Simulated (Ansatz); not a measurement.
Ansatz (an electronic-structure program) input file for CH6Hf, SMILES [CH3][HfH3], multiplicity 1, PBE0/def2-TZVPD. Coordinates come from a r2SCAN-D4/def2-TZVP optimisation. The spin state was assumed, not searched. The def2 effective core potentials stand for the cores of Hf; spin–orbit coupling is left out.

Ansatz 0.2 input:
```yaml
crystal:
  periodic: [false, false, false]
  atoms:
    - {symbol: Hf, position_ang: [0.00000000, 0.00000000, 0.22674584]}
    - {symbol: C, position_ang: [0.00000000, 0.00000000, -1.94636316]}
    - {symbol: H, position_ang: [0.88811610, 0.51275407, -2.34016436]}
    - {symbol: H, position_ang: [-0.88811611, 0.51275407, -2.34016436]}
    - {symbol: H, position_ang: [0.00000000, -1.02550815, -2.34016436]}
    - {symbol: H, position_ang: [1.53349314, 0.88536268, 0.79099052]}
    - {symbol: H, position_ang: [-1.53349315, 0.88536268, 0.79099052]}
    - {symbol: H, position_ang: [-0.00000001, -1.77072536, 0.79099052]}
basis:
  gaussian:
    orbitals: def2-TZVPD
hamiltonian:
  xc: {name: PBE0}
```

Program output:

```
WARN ansatz: RAYON_NUM_THREADS=1 ignored (pool sized by the plan → 1); use --threads N
Functional definition: PBE0
integrals: 0.04 GiB planned
919 factors; their error is unknown
mean field: 0.46 GiB planned
mean field evaluation 1: about -2431.6310 eV, gradient 5.4e1 eV
mean field evaluation 2: about -2423.3013 eV, gradient 7.3e1 eV
mean field evaluation 4: about -2438.2802 eV, gradient 2.6e0 eV
mean field evaluation 8: about -2438.2969 eV, gradient 2.8e-2 eV
mean field evaluation 16: about -2438.2935 eV, gradient 6.2e-5 eV
mean field -2438.29350966 eV, -89.6056337452 hartree, gradient 6.2e-5 eV, S^2 0.000000; 0 other end points of the search recorded, 0 dependent functions left out
reference -2438.29355768 eV, -89.6056355099 hartree; 12, 12 occupied and 122, 122 virtual orbitals, 919 factors
Total energy: -2438.29355768 eV, -89.6056355099 hartree
```

The run converged.

Cost: about 1.7 core-seconds (a rough figure).
